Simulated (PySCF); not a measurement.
Excitation energy of P(2+) by level of theory

P(2+) [Ne] 3s2 3p1 (2P) → P(2+) [Ne] 3s1 3p1 3d1 (high-spin determinant), as a difference of total energies. Computed with PySCF 2.14 in aug-cc-pVTZ-DK (6s5p3d2f, 50 functions), with the spin-free X2C one-electron Hamiltonian (Gaussian nucleus). Correlated levels: valence: [Ne] frozen. The calculations carry no spin-orbit coupling.

```tsv
method	excitation energy (cm⁻¹)
UHF	162730
LDA	164460
PBE	162690
PBE0	164590
r2SCAN	160860
BHandHLYP	170170
PBEsol	161770
B97-3	167810
wB97M-V	168310
MP2 (valence)	169800
SCS-MP2 (valence)	173320
```

A first-order spin-orbit estimate (lowest level to lowest level, LS coupling) adds 0.010 eV.

The promoted electron is Rydberg-like, and one or two diffuse shells describe it only roughly, which tends to raise the upper state.

The determinant of the upper state mixes LS terms, which raises its energy above the lowest term, most at the Hartree-Fock and MP2 levels.
